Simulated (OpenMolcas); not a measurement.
# Ru3+: ligand-field states by method

Ru3+ with 6 ligands (chloride) in tetragonal octahedral coordination (D4h) at 2.44 Å, the axial distance 2.464 Å. A charge of +0.5 e stands 2.8 Å behind each ligand. Ligand basis ANO-RCC-VDZP.

```json
{"Program": "OpenMolcas", "Basis": "ANO-RCC-VDZP [6s5p3d1f]", "Scalar Hamiltonian": "DKH2, point nucleus", "Active space": "5 electrons in 5 orbitals (4d)", "State averaging": "2S+1 = 6 even, 1 root; 2S+1 = 4 even, 24 roots; 2S+1 = 2 even, 75 roots", "Spin-orbit coupling": "RASSI with atomic mean-field integrals over the reference wave functions"}
```

I. CASSCF
II. SS-CASPT2, IPEA 0.25 Eh, imaginary shift 0.1 Eh (closed shells correlated: 4s 4p and the ligand valence shells)

Spin-free states (labels of D4, the rotations of D4h) in cm-1, each column counted from its own energy of the first state listed:

```
   State  Degeneracy      I     II
2S+1 = 6           1      0      0
2S+1 = 2           1   6781  -8660
      2E           2   6851  -8540
2S+1 = 4           1   7917   -760
      4E           2   8423   -290
      4E           2  13036   3000
2S+1 = 4           1  13676   3760
2S+1 = 2           1  17914   5460
      2E           2  18311   5810
2S+1 = 2           1  19091   5810
2S+1 = 2           1  20471   7780
      2E           2  20890   8250
2S+1 = 4           1  20939  14370
2S+1 = 4           1  21610  14500
2S+1 = 4           1  21621  14750
2S+1 = 2           1  22527   9080
2S+1 = 2           1  22591   9010
      4E           2  25271  17560
2S+1 = 4           1  25347  17740
      2E           2  26340  12090
```

II puts a state of multiplicity 2 lowest, 8700 cm-1 below that state.

From I to II, I's first state of another spin (2S+1 = 2) moves from 6781 to -8660 cm-1, by about -15000 cm-1.

χT at 300 K: I 4.31, II 0.66 cm3 K/mol.

Over all roots computed the reference weight is 0.64 to 0.66 in II; a low but even weight reflects the number of correlated electrons. The least metal-like active orbital is 79 % on the metal (Löwdin) and no ligand orbital is active, so the numbers are rough. Ligand-to-metal charge-transfer states are missing. With no ligand orbital active B as a rule stays too high, so bands that hang on it stand too high and its fall with covalency is understated. Without dynamic correlation the repulsion within the d shell is too large (B by tens of per cent), so at a given field states of lower spin stand too high (holds for I). This shell can be high or low spin here, a state of another spin lies low, and with metal d orbitals alone active their balance is uncertain, so the ground spin may be wrong (holds for I). With metal d orbitals alone the field can be off either way by tens of per cent (holds for I). Spin-orbit coupling mixes the spin-free states strongly: the lowest level takes only 61 % from its leading state, 2E, which lies 122 cm-1 above the lowest spin-free state (holds for II). This shell can be high or low spin here, a state of another spin lies low, and with metal d orbitals alone active their balance is uncertain, so the ground spin may be wrong, although the usual error favours high spin (holds for II). With one d shell and no ligand orbital active, 10Dq can be off by a tenth or more (holds for II). No measured value stands beside these numbers; the geometry is a model, was not optimised and need not be the one that this ion takes.
